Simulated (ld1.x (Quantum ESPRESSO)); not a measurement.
u(r) = r·R(r): atom against pseudo-atom (Ho (Z = 67))

Columns: radius, all-electron u(r) and pseudo u(r) of the 5s shell (level -51.95 eV) of holmium in the configuration [Kr] 4d10 4f11 5s2 5p6 5d0 6s1 6p1; PBEsol, scalar-relativistic, TM scheme, ld1.x (Quantum ESPRESSO) 7.5.

```csv
r (bohr),all-electron,pseudo
0.125,0.2130,0.0473
0.250,0.0599,0.1048
0.375,-0.5201,0.1843
0.500,-0.4181,0.2990
0.625,0.0403,0.4576
0.750,0.4994,0.6523
0.875,0.8211,0.8472
1.000,0.9924,0.9890
1.125,1.0448,1.0431
1.250,1.0168,1.0168
1.375,0.9412,0.9412
1.500,0.8417,0.8417
1.625,0.7344,0.7344
1.750,0.6290,0.6290
1.875,0.5313,0.5313
2.000,0.4437,0.4437
2.125,0.3673,0.3673
2.250,0.3019,0.3019
2.375,0.2467,0.2467
2.500,0.2006,0.2006
2.625,0.1625,0.1625
2.750,0.1312,0.1312
2.875,0.1056,0.1056
3.000,0.0849,0.0849
3.125,0.0681,0.0681
3.250,0.0545,0.0545
```

Task: How many radial nodes do the two functions have?

Result: The all-electron 5s function has n − l − 1 = 4 (the table is too coarse to show those close to the nucleus); the pseudo-wave has 0, since the states of the same l below it are removed with the core.

Task: At about which radius was the pseudo-wave matched?

Result: 1.35 bohr, where the columns begin to agree (steps of 0.12 bohr).

Task: Where does each function peak?

Result: Outermost all-electron maximum near 1.12 bohr, pseudo maximum near 1.12 bohr (to the table’s step).

Task: Is the pseudo-wave norm-conserving?

Result: Yes: the TM scheme keeps the norm inside the radius equal to the all-electron one, which fixes the energy derivative of the logarithmic derivative at the level.
